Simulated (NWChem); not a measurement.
Species: CH₅FOSi₂; SMILES FC1[SiH2]O[SiH2]1

```xyz
10

F     -0.2638    -2.1004     0.0000
C      0.4605    -0.9303     0.0000
Si     0.0031     0.4335     1.2775
O     -0.1674     1.5392     0.0000
Si     0.0031     0.4335    -1.2775
H      1.5413    -1.1660     0.0000
H      1.0686     0.8655     2.2269
H     -1.2715     0.1745     2.0038
H     -1.2715     0.1745    -2.0038
H      1.0686     0.8655    -2.2269
```
Atoms are numbered in this order, from 1.

Structure relaxed at the PBE0/def2-SVP level.

Task: Give the principal values of the shielding tensors (ppm) of F1, C2, Si3, O4 from PBE/pcSseg-1, GIAO (NWChem), with their diamagnetic and paramagnetic parts as GIAO splits them.

Result: 
```csv
atom,σ11,σ22,σ33,isotropic,diamagnetic,paramagnetic
F1,357.6,467.0,486.2,436.9,473.0,-36.1
C2,25.2,79.8,148.3,84.5,248.1,-163.6
Si3,252.1,292.3,408.6,317.7,880.5,-562.8
O4,213.8,275.1,332.9,273.9,393.5,-119.5
```
